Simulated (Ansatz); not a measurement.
Geometry optimisation, RKS PBE-D4/def2-SVP in Ansatz 0.2.0.

The input (input.yaml):

```yaml
crystal:
  periodic: [false, false, false]
  atoms:
    - { symbol: Si, position_ang: [-0.1877, 0.3232, 1.3951] }
    - { symbol: "N", position_ang: [0.0995, -0.6188, -0.4835] }
    - { symbol: C, position_ang: [-0.814, -0.2546, -1.5354] }
    - { symbol: H, position_ang: [-0.4438, 1.7464, 1.2523] }
    - { symbol: H, position_ang: [0.5492, -0.4152, 2.4178] }
    - { symbol: H, position_ang: [-1.5613, -0.239, 1.5428] }
    - { symbol: H, position_ang: [1.2126, 0.1075, -0.3155] }
    - { symbol: O, position_ang: [1.6432, 0.8809, 0.6065] }
    - { symbol: H, position_ang: [0.2163, -1.62, -0.4199] }
    - { symbol: H, position_ang: [-0.8743, 0.8314, -1.5739] }
    - { symbol: H, position_ang: [-1.8213, -0.6483, -1.3552] }
    - { symbol: H, position_ang: [-0.4691, -0.6227, -2.5089] }
    - { symbol: H, position_ang: [2.4508, 0.5292, 0.9779] }
basis:
  gaussian: { orbitals: def2-SVP }
hamiltonian:
  xc: pbe
  dispersion: d4
relax:
  f_tol: 0.15
  max_steps: 25
  restrain:
    - { distance: [0, 7], at: 3.07, k: 30.0 }
    - { distance: [6, 1], at: 2.32, k: 30.0 }
    - { distance: [0, 1], at: 1.82, k: 30.0 }
    - { distance: [6, 7], at: 0.97, k: 30.0 }
```

Run as:

```bash
$ ansatz run input.yaml --threads 2 --pin off --max-ram 3072MiB --backend cpu --events-out ev --progress --plain --runs-dir out
```

Where does it end, and by what steps?

It converged. The restraints hold the end off the free minimum. After 8 steps the energy has fallen by 0.998 eV (the restraints' own energy left out); H7 moved furthest, 0.79 Å. Joined: H7–O8 (1.28 → 0.98 Å).

```csv
step,energy less start (eV),largest force component (eV/Å),accepted
0,0.0000,2.459,yes
1,0.0476,2.823,yes
2,0.0520,4.355,yes
3,-0.3041,3.085,yes
4,-0.8943,0.806,yes
5,-0.9512,0.572,yes
6,-0.9796,0.853,yes
7,-0.9501,0.801,no
8,-0.9978,0.587,yes
```

```xyz
13
Properties=species:S:1:pos:R:3
Si -0.496 0.105 1.246
N -0.126 -0.624 -0.358
C -0.958 -0.294 -1.510
H -0.471 1.595 1.112
H 0.498 -0.443 2.227
H -1.875 -0.278 1.747
H 1.853 0.558 -0.177
O 2.307 1.113 0.485
H 0.083 -1.627 -0.308
H -1.074 0.808 -1.581
H -1.987 -0.730 -1.487
H -0.475 -0.626 -2.454
H 2.721 0.441 1.058
```

Run time: 24 s on 2 threads of Intel(R) Xeon(R) 6975P-C (Granite Rapids), with other jobs on the host, peak memory 0.17 GiB.
